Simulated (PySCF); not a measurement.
A side-by-side comparison of computed properties.

First species: C4H2F2S.
SMILES: `Fc1cscc1F`

Second species: ethylenediamine, C₂H₈N₂.
Geometry (GFN2-xTB, Å), atoms numbered from 1 in this order:
```
atom  x, y, z in Å
N1     1.895   -0.210    0.080
C2     0.528   -0.101    0.552
C3    -0.528    0.099   -0.557
N4    -1.894    0.212   -0.082
H5     2.156    0.627   -0.432
H6     1.981   -0.995   -0.558
H7     0.484    0.743    1.249
H8     0.296   -1.014    1.110
H9    -0.295    1.011   -1.117
H10   -0.487   -0.745   -1.254
H11   -1.978    0.997    0.555
H12   -2.156   -0.625    0.429
```

Levels: CAM-B3LYP/def2-SVPD for dipole moment, HOMO energy, LUMO energy, HOMO–LUMO gap, static isotropic polarisability and electronic spatial extent ⟨r²⟩ about the centre of nuclear charge; TDDFT CAM-B3LYP/def2-SVPD for lowest singlet excitation; TDA CAM-B3LYP/def2-SVPD for lowest triplet excitation (Tamm–Dancoff); GFN2-xTB for rotational constant A and rotational constant C. Geometries: GFN2-xTB. All species are isolated and taken at one optimised geometry, non-relativistic unless stated. Electronic properties by PySCF.

Dipoles, sizes and rotational constants follow the conformer. The torsions of the flexible species, by atom-mapped SMILES:
- `[NH2:1][CH2:2][CH2:3][NH2:4]`: N1–C2–C3–N4 180°, H–N1–C2–C3 59°, H–N1–C2–C3 -59°, H–N4–C3–C2 59°, H–N4–C3–C2 -59°

```csv
property,column X,column Y
dipole moment,2.19 D,0.00 D
HOMO energy,-8.70 eV,-7.90 eV
LUMO energy,0.17 eV,1.32 eV
HOMO–LUMO gap,8.87 eV,9.22 eV
lowest singlet excitation,5.83 eV,6.00 eV
lowest triplet excitation (Tamm–Dancoff),3.82 eV,5.79 eV
static isotropic polarisability,62.0 au,45.1 au
electronic spatial extent ⟨r²⟩ about the centre of nuclear charge,784 bohr²,379 bohr²
rotational constant A,3.647 GHz,26.095 GHz
rotational constant C,1.332 GHz,3.586 GHz
```

(1) Which column belongs to which species?

(2) How does each property change from the first species to the second?

Results:

(1) Column X is the first species and column Y the second. The first has 9 atoms and 60 electrons, the second 12 and 34.

(2) dipole moment -2.19 D; HOMO energy +0.80 eV; LUMO energy +1.15 eV; HOMO–LUMO gap +0.35 eV; lowest singlet excitation +0.17 eV; lowest triplet excitation (Tamm–Dancoff) +1.97 eV; static isotropic polarisability -16.9 au; electronic spatial extent ⟨r²⟩ about the centre of nuclear charge -405 bohr²; rotational constant A +22.448 GHz; rotational constant C +2.254 GHz.

On the first: No computed singlet falls in the visible range (750 to 380 nm, 1.65 to 3.26 eV); S1 lies 2.57 eV above its blue end. The 8 singlets span 5.83 to 7.15 eV, and their oscillator strengths add up to 0.25.

On the second: The polarisability is 6.68 Å³ as a volume (1 au = 0.148185 Å³), or 1.33 au for each of the 34 electrons. The vertical singlet–triplet gap S1 − T1 is 0.21 eV (TDDFT singlet less Tamm–Dancoff triplet; S1: HOMO→LUMO, weight 0.91; T1: HOMO→LUMO, weight 0.86).
